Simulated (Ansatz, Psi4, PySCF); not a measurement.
CHO, doublet, geometry from GFN2-xTB. Base run: R2SCAN/cc-pVDZ in PySCF.

Geometry (Å):
```xyz
3

C      0.0508     0.5856     0.0113
O      0.0658    -0.5941    -0.0134
H     -0.8312     1.2394     0.0392
```
Charge 0, spin multiplicity 2.
Orbitals are unrestricted.
All else is at PySCF's defaults.

The same geometry, method and basis name were run in Ansatz (a first-principles code) and Psi4 and PySCF, at each program's defaults and at the settings that a row names. The base is PySCF at its defaults. Differences at the defaults can come from grids, fitting, cores and function types together.

```tsv
code and settings	ΔE vs base (µEh)	basis functions	E (Eh)	SCF cycles	dipole (D)
PySCF, defaults (exact integrals, its default grid, spherical functions)	0.0	33	-113.79957	11	1.57
Psi4, defaults (density fitting with its default set, its default grid, spherical functions)	-43.8	33	-113.79962	9	1.57
Ansatz, defaults (factorised integrals, its default grid, spherical functions)	-6.9	33	-113.79958	-	-
PySCF, density fitting with def2-universal-jkfit	-29.5	33	-113.79960	11	1.57
PySCF, fine grid	-3.6	33	-113.79958	11	1.57
Psi4, exact integrals, spherical functions, fine grid	-7.6	33	-113.79958	12	1.57
Ansatz, high accuracy	-5.8	33	-113.79958	-	-
```

Open shells are given as the SCF converged; they aren't shown to be the lowest states, and a large step between rows can be another state.
